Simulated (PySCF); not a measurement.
AgH₆N₂, charge +1, multiplicity 1. Atoms are numbered in the order given.

```xyz
9

Ag     0.0000     0.0000     0.0000
N      0.0000     0.0000     2.1564
H     -0.9343     0.1575     2.5454
H      0.6035     0.7304     2.5454
H      0.3308    -0.8879     2.5454
N      0.0000     0.0000    -2.1564
H     -0.9343    -0.1575    -2.5454
H      0.6035    -0.7304    -2.5454
H      0.3308     0.8879    -2.5454
```
Charge +1, spin multiplicity 1.

The structure is a stationary point at B3LYP-D3(BJ)/def2-SVP. The multiplicity is an assumed one; other spin states were not compared. The isomer is the one that the SMILES or the coordinates give; other isomers of the formula were not compared. The def2 effective core potentials stand for the cores of Ag; spin–orbit coupling is left out.

All values below come from B3LYP-D3(BJ)/def2-SVP in PySCF 2.14.0.

Frequencies are harmonic and unscaled.

Modes within 1.5 cm⁻¹ of each other (mostly degenerate sets) share a row, with their intensities summed.

Computed normal modes with their intensities:
```csv
mode,ν (cm⁻¹),IR (km/mol),Raman (Å⁴/amu),depolarisation,moving atoms (share of kinetic energy)
1,10,0.0,0.0,–,H 100 %
2–3,108,37.0,0.0,–,"N 54 %, H 23 %, Ag 23 %"
4,354,0.0,3.1,0.57,"N 82 %, H 18 %"
5,429,1.5,0.0,–,"N 62 %, Ag 24 %, H 14 %"
6–7,622,0.0,0.0,–,"H 89 %, N 11 %"
8–9,661,200.4,0.0,–,"H 86 %, N 13 %"
10–11,1264,167.9,1.6,–,"H 84 %, N 16 %"
12–15,1631,94.4,22.3,0.75,H 95 %
16–17,3453,80.0,211.2,–,H 98 %
18–21,3552,292.9,181.0,0.75,"H 92 %, N 8 %"
```
